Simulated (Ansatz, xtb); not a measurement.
## HOPTe: which of two conformers lies lower

Structure I: `OP=[Te]`, a singlet. Structure II: `OP=[Te]`, a singlet. Both are isolated molecules in the gas phase, relaxed with PBE-D3(BJ)/def2-SVP.

I (Å):

```xyz
4

O    -1.1285    3.9997    1.1238
P    -0.8897    2.3615    1.4034
Te   -0.7931    2.0833    3.6909
H    -1.1714    4.1313    0.1516
```

II (Å):

```xyz
4

O    -0.2750    1.0703    0.0897
P     0.8683    0.0862   -0.6095
Te    0.8724   -1.9551    0.4984
H    -0.7372    0.6202    0.8343
```

Energies in hartree; the thermal terms are from PBE-D3(BJ)/def2-SVP harmonic frequencies (ideal gas, rigid rotor, one conformer each, 298.15 K, 1 atm) and include the zero-point energy:

```
                                I           II
E, CCSD(T)/def2-TZVPP  −684.105893  −684.110735
    zero-point energy     0.014719     0.014763
         H(298 K) − E     0.019700     0.019677
         G(298 K) − E    −0.014030    −0.013964
```

Work out ΔE, ΔE₀, ΔH and ΔG for I → II in kcal/mol (1 Eh = 627.51 kcal/mol) and the equilibrium ratio [II]/[I].

1. ΔE = −684.110735 − (−684.105893) = −0.004842 Eh = −3.04 kcal/mol.
2. ΔE₀ = ΔE + ΔZPE = −0.004842 + (+0.000044) Eh = −3.01 kcal/mol.
3. ΔH = ΔE + (−0.000023) Eh = −3.05 kcal/mol.
4. ΔG = ΔE + (+0.000066) Eh = −3.00 kcal/mol, so ΔS = (ΔH − ΔG)/T = −0.8 J/(mol K).
5. kT = 0.9442 mEh, so K = [II]/[I] = exp(−ΔG/kT) = exp(+5.06) ≈ 160.

Structure II is favoured at this temperature. An error of 1 kcal/mol in ΔG would change K by a factor of 5.4. Mirror images and further conformers aren't counted.

Other levels gave ΔE = −3.3 (PBE-D3(BJ)/def2-SVP); −3.5 (HF/def2-TZVPP); −3.1 (MP2/def2-TZVPP) kcal/mol. The correlated steps freeze 10 core orbitals; the filled d shell of Te is correlated, in a basis made for valence electrons. Atoms past krypton carry core potentials in the def2 sets, without spin–orbit terms. Programs: Ansatz 0.2.0.
